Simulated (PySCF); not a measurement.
C7H11BO2.
Numbering: `[CH2:1]=[CH:2][C@:3]12[CH2:4][C@:5]([B:6]([OH:7])[OH:8])([CH2:9]1)[CH2:10]2` (hydrogens: H11, H12 on C1; H13 on C2; H14, H15 on C4; H16 on O7; H17 on O8; H18, H19 on C9; H20, H21 on C10)

All values: PBE0/pcSseg-1 (PySCF, non-relativistic), on one gas-phase PBE0-D3(BJ)/def2-SVP geometry that isn't relaxed in the solvent. The solvent is an IEF-PCM continuum (Bondi radii, 1.10 Å for H, scaled by 1.2). Only the electrostatic response of the medium enters.

Gas phase at PBE0/pcSseg-1: HOMO -7.54 eV, LUMO -0.06 eV, dipole 2.86 D.

Q: What does the continuum do to the energy, the frontier levels and the dipole at PBE0/pcSseg-1 in chloroform and water?

A: 
```csv
solvent,ε,E(solvent) − E(gas) (kcal/mol),polarisation term (kcal/mol),distortion of the solute (kcal/mol),HOMO (eV),LUMO (eV),dipole (D)
chloroform,4.711,-6.49,-7.07,0.58,-7.42,0.06,3.16
water,78.36,-9.43,-10.67,1.24,-7.39,0.08,3.26
```

The first energy column is the sum of the next two and covers electrostatics alone. From chloroform to water the lowering changes by a factor 1.45, Onsager's factor (ε − 1)/(2ε + 1) by 1.38 and ε itself by 16.6.

Q: Which radius a makes the point-dipole formula ΔE = −[(ε − 1)/(2ε + 1)]·μ²/a³ give the value in water, with the gas-phase dipole?

A: μ = 1.123 au and |ΔE| = 0.01503 Eh give a = 1.83 Å; the farthest nucleus lies 4.31 Å from the centroid of the nuclei, so such a sphere wouldn't even hold the nuclei. The formula assumes a rigid point dipole at the centre of a sphere.

Q: Which Hirshfeld charges (PBE0/pcSseg-1) respond most in chloroform (means over atoms taken as equivalent)?

A: 
```
    atoms                    environment  gas (e)  solvent (e)  change
    O7/O8             boron-bound oxygen   -0.258       -0.273  -0.015
  H16/H17              hydroxyl hydrogen   +0.174       +0.185  +0.011
       C1           terminal =CH2 carbon   -0.101       -0.108  -0.007
       B6         three-coordinate boron   +0.235       +0.232  -0.003
       C2               alkene CH carbon   -0.047       -0.050  -0.003
      H13               vinylic hydrogen   +0.046       +0.049  +0.003
 H14 (×6)             methylene hydrogen   +0.033       +0.036  +0.003
       C3  sp3 carbon at a ring junction   +0.022       +0.020  -0.002
       C5      sp3 carbon bound to boron   -0.060       -0.059  +0.001
      H12               vinylic hydrogen   +0.043       +0.045  +0.002
C4/C9/C10      four-membered-ring carbon   -0.073       -0.072  +0.001
      H11               vinylic hydrogen   +0.048       +0.049  +0.001
```

Q: How do the nuclear quadrupole coupling constants eQVzz/h respond in chloroform?

A: 
| nucleus | Q (barn) | gas (MHz) | solvent (MHz) | η gas | η solvent |
| --- | --- | --- | --- | --- | --- |
| 11B at B6 | 0.04059 | 3.39 | 3.43 | 0.22 | 0.26 |
| 17O at O7 | -0.0256 | -8.25 | -7.88 | 0.22 | 0.23 |
| 17O at O8 | -0.0256 | -8.21 | -7.85 | 0.19 | 0.20 |

The values belong to the conformer `[CH2:1]=[CH:2][C@:3]12[CH2:4][C@:5]([B:6]([OH:7])[OH:8])([CH2:9]1)[CH2:10]2`: C1–C2–C3–C4 121°, C4–C5–B6–O7 80°, H–O7–B6–C5 2°, H–O8–B6–C5 -1°.
